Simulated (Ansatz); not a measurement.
Z-matrix (Å, degrees):
```
C
O 1 1.406
N 1 1.433 2 113.3
H 1 1.093 2 104.9 3 -121.1
H 1 1.095 2 111.7 3 121.5
H 2 0.962 1 107.8 3 -60.5
B 3 1.407 1 124.8 2 110.2
H 3 1.010 1 113.5 2 -66.1
O 7 1.366 3 124.1 1 -178.3
H 7 1.198 3 118.8 1 1.7
H 9 0.960 7 114.8 3 -0.3
```

Charge 0, multiplicity 1.

**Question.** List the PBE0/def2-TZVPP orbital energies in eV (Ansatz 0.2.0). (Estimate.)

**Answer.** Ansatz gave: Occupied: -522.87, -522.73, -391.45, -280.30, -184.82, -29.05, -28.59, -24.95, -18.81, -15.99, -15.40, -14.30, -13.21, -12.42, -11.03, -10.43, -10.02, -9.55, -8.59, -7.76. Lowest empty: 0.66, 1.00, 1.27, 1.91, 2.42, 3.13, 3.42, 3.52.
